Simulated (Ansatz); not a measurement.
Total energies of BH3O2S, SMILES `OB(O)S`.

Cartesian coordinates in Å:
```
O -0.8473 -0.3167 -0.7940
B -0.0780 0.1941 0.2105
O -0.6273 1.0784 1.0803
S 1.6804 -0.2094 0.5107
H -0.4035 -0.9351 -1.3747
H -1.5504 1.2551 0.8785
H 1.8261 -1.0664 -0.5112
```

Charge 0, multiplicity 1. The geometry is a stationary point of PBE0-D4/def2-TZVP. It is one conformer, not always the lowest. Basis def2-TZVPP, the Gaussian-basis code of Ansatz.

RPA on PBE orbitals: Hartree–Fock energy of these orbitals -573.87807 Eh, correlation -1.18731 Eh (frozen core).

```csv
functional,energy without D4 (Eh),D4 term (kJ/mol)
LDA (SPW92),-572.79399,–
PBE,-575.15254,-11.7
revPBE,-575.39177,-38.5
BLYP,-575.48526,-26.5
r2SCAN,-575.40863,-2.7
B97M-V,-575.38894,–
PBE0,-575.19067,-9.7
B3LYP,-575.54818,-19.0
r2SCANh,-575.39707,-2.9
r2SCAN0,-575.38062,-3.2
HSE06 (plane-wave form),-575.17500,-9.0
BHLYP,-575.43862,-13.9
CAM-B3LYP,-575.47410,-9.7
LC-ωPBE,-575.30241,–
ωB97X-V,-575.40540,–
ωB97M-V,-575.44880,–
B2PLYP,-575.27858,–
PBE-QIDH,-575.08309,–
```

B3LYP takes the VWN-RPA correlation (the form of Gaussian; ORCA's B3LYP/G). HSE06 is the plane-wave form, built on full-range PBE exchange. The double hybrids freeze the cores in their second-order part.

LC-ωPBE has ω = 0.4 bohr⁻¹.
